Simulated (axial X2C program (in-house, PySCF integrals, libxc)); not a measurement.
# Spin–orbit effects down a group: molecules with Au, CCSD

All values come from calculations with an in-house relativistic program for diatomic molecules, spin-free (one-electron X2C) or two-component (2c: spin–orbit coupling with atomic mean-field Coulomb and Gaunt terms, which also bring small scalar terms), in Dyall basis sets with cores contracted in-house; open shells are unrestricted.

Basis sets: Au dyall-cv3z, H dyall-v3z, Li dyall-cv3z, Na dyall-cv3z. Frozen shells (counts by l): AuH Au 5s4p2d1f, H none, 12 electrons correlated; LiAu Au 5s4p2d1f, Li 1s, 12 electrons correlated; NaAu Au 5s4p2d1f, Na 2s1p, 12 electrons correlated. Coupled cluster in natural virtuals with an MP2 remainder. Where the outer core of a metal is frozen, bonds come out longer and ionisation energies lower.

```
molecule  spin-free state  Re (Å)  ωe (cm⁻¹)  De (eV)  2c state  Re 2c (Å)  ωe 2c (cm⁻¹)  De 2c (eV)
     AuH   M_S = 0, Λ = 0   1.529     2268.9     3.03     Ω = 0      1.527        2278.4        3.07
    LiAu   M_S = 0, Λ = 0   2.294      460.5     2.81     Ω = 0      2.293         461.3        2.84
    NaAu   M_S = 0, Λ = 0   2.623      235.7     2.41     Ω = 0      2.623         237.0        2.44
```

Each entry is the lowest single determinant of a limited PBE0 search at one distance. De goes to single-determinant-based atoms at the same level (for ions the charge split of lowest energy) and is withheld (n/a) where an atom does not fit its ground term or J level. Main or longest-lived isotopes. One determinant is a doubtful description, or other states lie close, for AuH, LiAu, NaAu; these need not be ground states, and all values refer to the states named.
